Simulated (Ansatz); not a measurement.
Isolated molecules relaxed with PBE0-D4/def2-TZVP in Ansatz; ΔE leaves out vibrations. CCSD(T)/CBS is the MP2 limit (def2-TZVPP, def2-QZVPP) plus CCSD(T) − MP2 in def2-TZVPP, frozen cores. Functionals use def2-TZVPP. Elements past krypton have def2 core potentials. For Br, Sn outer-core shells are correlated without core-valence functions, which leaves a few kJ/mol of doubt a bond. Scalar relativity is left out up to krypton. One conformer a species, not always the lowest.

Consider the redistribution: `[NH2][Sn][NH2]` + `COB(Br)Br` → `[NH2][Sn][Br]` + `COB(N)Br`.

```tsv
level	ΔE (kJ/mol)	difference from CCSD(T)/CBS
PBE-D4	-160.2	-0.8
PBE0-D4	-168.0	-8.6
B2PLYP	-164.8	-5.4
PBE	-161.2	-1.8
r2SCAN	-166.2	-6.8
PBE0	-168.9	-9.5
HF/def2-QZVPP	-187.9	-28.5
SCS-MP2/def2-QZVPP	-157.3	2.1
HF/CBS(def2)	-187.9	-28.5
MP2/CBS(def2)	-156.7	2.7
CCSD(T)/CBS	-159.4	0
```

Largest T1 diagnostic among the species: 0.016.

From PBE to PBE0 (25 % exact exchange), in def2-TZVPP and without D4, ΔE moves by −7.6 kJ/mol. In def2-TZVPP, CCSD(T) changes the Hartree–Fock value by +33.1 kJ/mol (the triples alone add +4.6 kJ/mol) and MP2 by +35.8 kJ/mol.
